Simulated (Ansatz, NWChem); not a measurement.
# From Ansatz to NWChem

This Ansatz 0.2.0 job computes WSF4 (tungsten tetrafluoride sulfide):

in.yaml:
```yaml
crystal:
  periodic: [false, false, false]
  atoms:
    - {symbol: F, position_ang: [-0.752800, -1.555000, 0.668600]}
    - {symbol: W, position_ang: [0.007000, -0.014300, -0.010700]}
    - {symbol: F, position_ang: [1.552100, -0.558200, 0.843400]}
    - {symbol: F, position_ang: [-1.177400, -0.207900, -1.415000]}
    - {symbol: F, position_ang: [1.127500, 0.788800, -1.240300]}
    - {symbol: S, position_ang: [-0.756400, 1.546700, 1.154000]}
basis:
  gaussian:
    orbitals: def2-SVP
hamiltonian:
  xc: {name: CAM-B3LYP}
accuracy: high
output:
  forces: true
  orbitals: {seedname: orbitals}
```

```bash
$ ansatz run in.yaml --threads 1 --pin off --max-ram 2610MiB --events-out events.jsonl --progress --plain --runs-dir runs
```

The coordinates come from a PBE0-D4/def2-TZVP relaxation.

It gives a total energy of -864.328934 Eh.

Question: Translate the job to NWChem 7.3.0 as an ASE script.

Answer: This input was run:

run.py:
```python
from ase import Atoms
from ase.calculators.nwchem import NWChem

molecule = Atoms(['F', 'W', 'F', 'F', 'F', 'S'], positions=[
    [-0.752800, -1.555000, 0.668600],
    [0.007000, -0.014300, -0.010700],
    [1.552100, -0.558200, 0.843400],
    [-1.177400, -0.207900, -1.415000],
    [1.127500, 0.788800, -1.240300],
    [-0.756400, 1.546700, 1.154000],
])

calc = NWChem(
    label='calc',
    theory='dft',
    memory='2200 mb',
    basis='def2-SVP',
    basispar='spherical bse',
    dft={'xc': 'xcamb88 1.00 lyp 0.81 vwn_5 0.19 hfexch 1.00', 'cam': '0.33 cam_alpha 0.19 cam_beta 0.46', 'mult': '1', 'grid': 'fine', 'convergence': 'energy 1e-08', 'direct': None, 'iterations': '100', 'mulliken': None, 'print': 'low'},
    **{'ecp bse': {'W library': 'def2-SVP'}},
)
molecule.calc = calc

forces = molecule.get_forces()
print(f"energy = {molecule.get_potential_energy():.6f} eV")
print("forces (eV/A):")
for s, f in zip(molecule.symbols, forces):
    print(f"{s:2s} {f[0]:10.5f} {f[1]:10.5f} {f[2]:10.5f}")
```

```bash
$ export ASE_NWCHEM_COMMAND="nwchem PREFIX.nwi > PREFIX.nwo"
$ python run.py
```

Its energy is -864.328934 Eh, the same as the first but for the last digit, at most.
